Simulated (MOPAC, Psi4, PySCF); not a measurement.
Relaxed torsion scan: H₇GeNSi, SMILES N[SiH2][GeH3]. Scanned: dihedral H4–N1–Si2–Ge3; all other coordinates were relaxed at B3LYP-D3(BJ)/def2-SVP. Heavy atoms are numbered in the order of the SMILES N[SiH2][GeH3], hydrogens after them in the order of the atoms that carry them; the mirror image has the same energies with the sign of each dihedral reversed. Each profile is relative to its own lowest point.

```
φ / °    A     B     C
-----  ---  ----  ----
-150   0.1  11.8   3.1
-120   1.4   0.1   3.4
-90    1.0   0.2   8.4
-60    3.5  21.5  10.7
-30    2.4  17.5   6.6
0      1.4  11.2   0.0
30     0.2  15.6   2.1
60     0.0  19.8   5.7
90     1.0   0.1   8.3
120    1.4   0.0   3.4
150    0.1  12.3   3.3
180    0.2  22.3   5.9
```

Energies in kJ/mol.

Question: Match the curves with the methods AM1, restricted, heats of formation // B3LYP-D3(BJ)/def2-SVP in MOPAC 23.2.5; M06-2X/def2-TZVP // B3LYP-D3(BJ)/def2-SVP (Psi4 1.11); PySCF with restricted B3LYP/3-21G // B3LYP-D3(BJ)/def2-SVP.

Answer: A is M06-2X/def2-TZVP; B is AM1; C is RKS-B3LYP/3-21G.
